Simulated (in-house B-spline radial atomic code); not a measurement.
# wB97X excitations of Co9+

Method: wB97X. Computed with a B-spline radial code for spherical atoms: linear response of the closed shell [Ne] 3s2 3p6 with the functional's adiabatic kernel; non-relativistic, point nucleus, no spin-orbit coupling, no double excitations, S, P, D and F terms only. Only terms of natural parity with L up to 3 were computed.

Command:
```bash
python run_td.py task.json out
```
Settings (radii: box in bohr, nucleus in fm):
```
Z                        27
electrons                18
configuration            [Ne] 3s2 3p6
hamiltonian              nr
method                   wb97x
box_radius               10.59
intervals                51
```

Run time, properties included: 0.5 s on 1 thread of Intel(R) Xeon(R) Platinum 8375C CPU @ 2.90GHz (Ice Lake) (shared host).

The lowest states, in the order of their Tamm-Dancoff energies; the method's threshold (minus the highest occupied level) is 266.63 eV. Labels give the largest channel, * marks a mixed state, and oscillator strengths are full-response dipole values. Semilocal kernels can invert the small singlet-triplet splittings of Rydberg terms. Energies in eV:

```tsv
state	full response	Tamm-Dancoff	oscillator strength
3p → 3d 3P	54.43	54.60	-
3p → 3d 3F	55.42	55.63	-
3p → 3d 1F	60.00	60.01	-
3p → 3d 1P	76.78	80.02	2.65
3s → 3d 3D	94.38	94.44	-
3s → 3d 1D	100.13	100.28	-
3p → 4s 3P	137.06	137.09	-
3p → 4s 1P	138.07	138.14	0.311
3p → 4p 3S	147.91	147.98	-
3p → 4p 3D	149.20	149.23	-
3p → 4p 1D	149.80	149.82	-
3p → 4p 1S	154.97	155.27	-
3p → 4d 3P	167.73	167.77	-
3p → 4d 3F	?	?	-
3p → 4d 1F	168.36	168.39	-
3p → 4d 1P	169.21	169.27	0.676
3s → 4s 3S	175.23	175.24	-
3s → 4s 1S	?	?	-
3p → 4f 3D	183.06	183.08	-
3p → 4f 1D	184.99	185.05	-
3s → 4p 3P	187.50	187.52	-
3s → 4p 1P	188.29	188.34	0.228
```

Task: Where does 3s → 4s 1S lie?

Result: At 177.40 eV in full response, 177.51 eV in Tamm-Dancoff.

Task: Where does 3p → 4d 3F lie?

Result: At 168.05 eV in full response, 168.08 eV in Tamm-Dancoff.

Task: How large is the singlet-triplet splitting of 3p → 3d (F terms) in Tamm-Dancoff?

Result: 4.39 eV, from the unrounded values.

Task: What polarisabilities and dispersion coefficient does the method give?

Result: Dipole 0.4005 bohr³, quadrupole 0.2154 bohr⁵, C6 0.4044 hartree·bohr⁶ for two such species.
